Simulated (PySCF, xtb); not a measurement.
SrF₂, SMILES [F][Sr][F].

Harmonic wavenumbers (cm⁻¹) from GFN2-xTB run with xtb at its own minimum, in rising order: 119, 340, 348.

**Question.** What does B3LYP-D3(BJ)/def2-TZVP run with PySCF give at its own minimum? (Estimate from the structure and the level; the computed values follow.)

**Answer.** 87, 470, 474. Paired by order, the mean absolute difference is 96 cm⁻¹ and the zero-point energies are 1.2 and 1.5 kcal/mol.
